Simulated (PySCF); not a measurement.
Ionisation energy of Pd⁺ by level of theory

Pd⁺ [Kr] 4d9 (2D) → Pd²⁺ [Kr] 4d8 (3F), as a difference of total energies. All numbers are calculated (PySCF 2.14, the spin-free X2C one-electron Hamiltonian (Gaussian nucleus), in ANO-RCC-VTZP (7s6p4d2f1g, 68 functions)). Correlated levels: valence and next inner shell: [Ar] 3d10 frozen. The calculations carry no spin-orbit coupling.

```
                                method  ionisation energy (eV)
                                   UHF                  17.440
    MP2 (valence and next inner shell)                  19.624
SCS-MP2 (valence and next inner shell)                  19.358
   CCSD (valence and next inner shell)                  19.151
CCSD(T) (valence and next inner shell)                  19.273
```

Q: How much does correlation contribute at CCSD(T) (valence and next inner shell)?

A: 19.273 − (17.440) = 1.833 eV, measured against UHF.

A first-order spin-orbit estimate (lowest level to lowest level, LS coupling) adds -0.118 eV.

Errors of the correlated levels include the incompleteness of this basis and the frozen core.

For comparison: 19.43 ± 0.12 eV (semi-empirical (NIST evaluation); NIST Atomic Spectra Database, ionization energies).
